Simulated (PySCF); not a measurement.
Pivaloyl chloride, C₅H₉ClO.
Bonds: C1–C2, C2–C3, C2–C4, C2–C5, C5–O6 (double), C5–Cl7. Hydrogens: H8, H9, H10 on C1; H11, H12, H13 on C3; H14, H15, H16 on C4.

The same species was optimised twice, with GFN2-xTB and with PBE0-D3(BJ)/def2-SVP (PySCF), and the same property calculations (PySCF, gas phase) were run on both structures.

```json
{"coordinate": "C5–Cl7 (Å)", "GFN2-xTB": "1.776", "PBE0-D3(BJ)/def2-SVP": "1.804", "change": "+0.028"}
{"coordinate": "C2–C5 (Å)", "GFN2-xTB": "1.508", "PBE0-D3(BJ)/def2-SVP": "1.524", "change": "+0.016"}
{"coordinate": "C1–C2 (Å)", "GFN2-xTB": "1.531", "PBE0-D3(BJ)/def2-SVP": "1.528", "change": "-0.003"}
{"coordinate": "C5=O6 (Å)", "GFN2-xTB": "1.184", "PBE0-D3(BJ)/def2-SVP": "1.182", "change": "-0.002"}
{"coordinate": "C2–C3 (Å)", "GFN2-xTB": "1.533", "PBE0-D3(BJ)/def2-SVP": "1.533", "change": "0.000"}
{"coordinate": "C2–C4 (Å)", "GFN2-xTB": "1.533", "PBE0-D3(BJ)/def2-SVP": "1.533", "change": "0.000"}
{"coordinate": "C2–C5–O6 (°)", "GFN2-xTB": "128.3", "PBE0-D3(BJ)/def2-SVP": "127.1", "change": "-1.2"}
{"coordinate": "O6–C5–Cl7 (°)", "GFN2-xTB": "118.6", "PBE0-D3(BJ)/def2-SVP": "119.3", "change": "+0.7"}
{"coordinate": "C1–C2–C5 (°)", "GFN2-xTB": "108.2", "PBE0-D3(BJ)/def2-SVP": "107.5", "change": "-0.7"}
{"coordinate": "C4–C2–C5 (°)", "GFN2-xTB": "109.0", "PBE0-D3(BJ)/def2-SVP": "109.6", "change": "+0.6"}
{"coordinate": "C2–C5–Cl7 (°)", "GFN2-xTB": "113.2", "PBE0-D3(BJ)/def2-SVP": "113.6", "change": "+0.4"}
{"coordinate": "C3–C2–C5 (°)", "GFN2-xTB": "109.1", "PBE0-D3(BJ)/def2-SVP": "108.7", "change": "-0.4"}
{"coordinate": "C1–C2–C3 (°)", "GFN2-xTB": "110.0", "PBE0-D3(BJ)/def2-SVP": "110.4", "change": "+0.4"}
{"coordinate": "C1–C2–C4 (°)", "GFN2-xTB": "110.1", "PBE0-D3(BJ)/def2-SVP": "110.3", "change": "+0.2"}
{"coordinate": "C1–C2–C5–O6 (°)", "GFN2-xTB": "0", "PBE0-D3(BJ)/def2-SVP": "2", "change": "+2"}
```

Rotational constants: A = 3009, B = 1754, C = 1464 MHz (GFN2-xTB) against A = 2987, B = 1723, C = 1439 MHz (PBE0-D3(BJ)/def2-SVP).

On the GFN2-xTB structure: HOMO (eV) -8.34 [PBE0/pcSseg-1]; LUMO (eV) -0.91 [PBE0/pcSseg-1]; dipole (D) 3.09 [PBE0/pcSseg-1]; GIAO shielding of C1/C3/C4 (mean) (ppm) 157.7 [PBE0/pcSseg-1]; GIAO shielding of C2 (ppm) 137.4 [PBE0/pcSseg-1]; GIAO shielding of C5 (ppm) -4.4 [PBE0/pcSseg-1]; GIAO shielding of O6 (ppm) -253.2 [PBE0/pcSseg-1]; GIAO shielding of Cl7 (ppm) 543.1 [PBE0/pcSseg-1].

What do these properties become on the PBE0-D3(BJ)/def2-SVP structure?

```tsv
property	level	on GFN2-xTB	on PBE0-D3(BJ)/def2-SVP	change
HOMO (eV)	PBE0/pcSseg-1	-8.34	-8.38	-0.04
LUMO (eV)	PBE0/pcSseg-1	-0.91	-0.94	-0.03
dipole (D)	PBE0/pcSseg-1	3.09	3.09	0.00
energy, GFN2-xTB geometry as zero (kcal/mol)	PBE0/pcSseg-1	0.0	-0.7	-0.7
GIAO shielding of C1/C3/C4 (mean) (ppm)	PBE0/pcSseg-1	157.7	155.6	-2.1
GIAO shielding of C2 (ppm)	PBE0/pcSseg-1	137.4	134.8	-2.6
GIAO shielding of C5 (ppm)	PBE0/pcSseg-1	-4.4	-5.2	-0.8
GIAO shielding of O6 (ppm)	PBE0/pcSseg-1	-253.2	-251.4	+1.8
GIAO shielding of Cl7 (ppm)	PBE0/pcSseg-1	543.1	532.9	-10.2
```

The heavy atoms differ by 0.027 Å rms after alignment. Among bonds between heavy atoms C5–Cl7 changes most (+0.028 Å). Changes are differences of the printed values. Neither structure is proved a minimum here.

Shape of the structure used: `[CH3:1][C:2]([CH3:3])([CH3:4])[C:5](=[O:6])[Cl:7]`: C1–C2–C5–O6 2°.
